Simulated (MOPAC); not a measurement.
Input for MOPAC: AM1 on FHOTe (SMILES O[Te]F), a point of a torsion scan.

```
AM1 1SCF PRECISE CHARGE=0 THREADS=1
FHOTe

O     -1.11055907 1     0.17746226 1     0.23570116 1
Te     0.65223798 1     1.00480644 1    -0.06439998 1
F      1.03354475 1    -0.29035549 1    -1.51470795 1
H     -1.17289579 1    -0.53925225 1    -0.39976531 1
```

The log:

```
*******************************************************************************
 **                                                                           **
 **                              MOPAC v23.2.5                                **
 **                                                                           **
 *******************************************************************************
 ** MOPAC's Digital Object Identifier: https://doi.org/10.5281/zenodo.6511958 **
 **                                                                           **
 ** Please cite the open-source release paper for use of this MOPAC version:  **
 ** J. E. Moussa and J. J. P. Stewart (2026)                                  **
 ** MOPAC: An open-source semiempirical molecular orbital program             **
 ** J. Open Source Softw., 11(119), 8025, https://doi.org/10.21105/joss.08025 **
 *******************************************************************************

                              AM1 CALCULATION RESULTS

 *******************************************************************************
 *  AM1        - The AM1 Hamiltonian to be used
 *
 *
 *
 *                 CHARGE ON SYSTEM = 0
 *
 *
 *
 *  PRECISE    - TIGHTER CRITERIA TO BE USED
 *  1SCF       - DO 1 SCF AND THEN STOP
 *  THREADS=1  - MULTI-THREADING NOT USED
 *  T=         - A TIME OF 172800.0 SECONDS REQUESTED
 *  DUMP=N     - RESTART FILE WRITTEN EVERY 7200.0 SECONDS REQUESTED
 *******************************************************************************
AM1 1SCF PRECISE CHARGE=0 THREADS=1
 FHOTe

   ATOM   CHEMICAL          X               Y               Z
  NUMBER   SYMBOL      (ANGSTROMS)     (ANGSTROMS)     (ANGSTROMS)

     1       O         -1.11055907  *   0.17746226  *   0.23570116  *
     2      Te          0.65223798  *   1.00480644  *  -0.06439998  *
     3       F          1.03354475  *  -0.29035549  *  -1.51470795  *
     4       H         -1.17289579  *  -0.53925225  *  -0.39976531  *



          CARTESIAN COORDINATES

    NO.       ATOM           X           Y           Z

     1         O         -1.1106      0.1775      0.2357
     2        Te          0.6522      1.0048     -0.0644
     3         F          1.0335     -0.2904     -1.5147
     4         H         -1.1729     -0.5393     -0.3998

  H: (AM1): M.J.S. DEWAR ET AL, J. AM. CHEM. SOC. 107 3902-3909 (1985)
  O: (AM1): M.J.S. DEWAR ET AL, J. AM. CHEM. SOC. 107 3902-3909 (1985)
  F: (AM1): M.J.S. DEWAR AND E. G. ZOEBISCH, THEOCHEM, 180, 1 (1988).
 Te: (AM1): J. J. P. STEWART, J. MOL. MOD., 10, 155-164 (2004)

           Empirical Formula: H O Te F  =     4 atoms



      MOLECULAR POINT GROUP   :   Cs


      RHF CALCULATION, NO. OF DOUBLY OCCUPIED LEVELS = 10


 -------------------------------------------------------------------------------
 AM1 1SCF PRECISE CHARGE=0 THREADS=1
 FHOTe



     1SCF WAS SPECIFIED, SO BFGS WAS NOT USED
     SCF FIELD WAS ACHIEVED


                              AM1 CALCULATION
                                                       MOPAC v23.2.5 Linux




          FINAL HEAT OF FORMATION =        -69.71362 KCAL/MOL =    -291.68179 KJ/MOL


          COSMO AREA              =         94.25 SQUARE ANGSTROMS
          COSMO VOLUME            =         80.44 CUBIC ANGSTROMS

          IONIZATION POTENTIAL    =          6.989483 EV
          HOMO LUMO ENERGIES (EV) =         -6.989 -0.540
          NO. OF FILLED LEVELS    =         10
          MOLECULAR WEIGHT        =        163.6057         POINT GROUP:  Cs

          MOLECULAR DIMENSIONS (Angstroms)

            Atom       Atom       Distance
            F     3    O     1     2.80713
            H     4   Te     2     2.22873
            F     3   Te     2     0.00000


          SCF CALCULATIONS        =          1





   ATOM   CHEMICAL          X               Y               Z
  NUMBER   SYMBOL      (ANGSTROMS)     (ANGSTROMS)     (ANGSTROMS)

     1       O         -1.11055907  *   0.17746226  *   0.23570116  *
     2      Te          0.65223798  *   1.00480644  *  -0.06439998  *
     3       F          1.03354475  *  -0.29035549  *  -1.51470795  *
     4       H         -1.17289579  *  -0.53925225  *  -0.39976531  *

                             CARTESIAN COORDINATES

   1    O       -1.110559070     0.177462260     0.235701160
   2   Te        0.652237980     1.004806440    -0.064399980
   3    F        1.033544750    -0.290355490    -1.514707950
   4    H       -1.172895790    -0.539252250    -0.399765310


           Empirical Formula: H O Te F  =     4 atoms



      MOLECULAR POINT GROUP   :   Cs


                  EIGENVALUES
 -46.01547 -35.84289 -22.03666 -16.98302 -14.17937 -14.06715 -13.09840 -12.84034
 -11.79913  -6.98948  -0.53979   0.04659   5.56620


              NET ATOMIC CHARGES AND DIPOLE CONTRIBUTIONS

  ATOM NO.   TYPE          CHARGE      No. of ELECS.   s-Pop       p-Pop
    1          O          -0.503009        6.5030     1.88664     4.61637
    2         Te           0.679271        5.3207     1.93402     3.38671
    3          F          -0.391418        7.3914     1.94329     5.44812
    4          H           0.215156        0.7848     0.78484
 DIPOLE           X         Y         Z       TOTAL
 POINT-CHG.     1.656     2.838     1.655     3.679
 HYBRID        -0.744    -1.665    -1.110     2.135
 SUM            0.912     1.173     0.545     1.583


          ATOMIC ORBITAL ELECTRON POPULATIONS

     Atom    s        px        py        pz
    1  O   1.88664   1.45687   1.53576   1.62375
    2 Te   1.93402   0.91787   1.25328   1.21555
    3  F   1.94329   1.95760   1.76564   1.72488
    4  H   0.78484

 **********************
 *                    *
 * JOB ENDED NORMALLY *
 *                    *
 **********************




 == MOPAC DONE ==
```

The run finished.

Cost: very roughly 0.020 core-seconds.
